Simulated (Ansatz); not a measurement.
`C[C@@]1(F)C[C@H]1F` + `[OH][InH][Br]` → `C[O][InH][Br]` + `F[C@H]1C[C@@H]1F`  (substitution at a C–C bond)

Gas-phase electronic energies from Ansatz, PBE0-D4/def2-TZVP geometries. CCSD(T)/CBS is the MP2 limit (def2-TZVPP, def2-QZVPP) plus CCSD(T) − MP2 in def2-TZVPP, frozen cores. This one scheme is used for every species. Functionals use def2-TZVPP. B3LYP here is the variant with VWN-RPA as its local correlation; programs differ in this. Elements past krypton have def2 core potentials. For Br, In outer-core shells are correlated without core-valence functions, which leaves a few kJ/mol of doubt a bond. Scalar relativity is left out up to krypton. Each species was taken in one conformer, which may not be the lowest.

```
             level  ΔE (kJ/mol)  difference from CCSD(T)/CBS
            PBE-D4         71.0                         -6.9
         r2SCAN-D4         75.1                         -2.8
           PBE0-D4         74.2                         -3.7
          B3LYP-D4         68.6                         -9.3
           ωB97X-V         73.3                         -4.6
            B2PLYP         71.9                         -6.0
               PBE         70.1                         -7.8
              PBE0         73.5                         -4.4
     HF/def2-TZVPP         66.5                        -11.4
    MP2/def2-TZVPP         81.2                          3.3
CCSD(T)/def2-TZVPP         75.5                         -2.4
     HF/def2-QZVPP         66.4                        -11.5
SCS-MP2/def2-QZVPP         77.2                         -0.7
      HF/CBS(def2)         66.3                        -11.6
     MP2/CBS(def2)         83.6                          5.7
    CCSD/CBS(def2)         77.4                         -0.5
       CCSD(T)/CBS         77.9                            0
```

Largest T1 diagnostic among the species: 0.014.

From PBE to PBE0 (25 % exact exchange), in def2-TZVPP and without D4, ΔE moves by +3.4 kJ/mol. In def2-TZVPP, CCSD(T) changes the Hartree–Fock value by +9.0 kJ/mol (the triples alone add +0.5 kJ/mol) and MP2 by +14.7 kJ/mol.
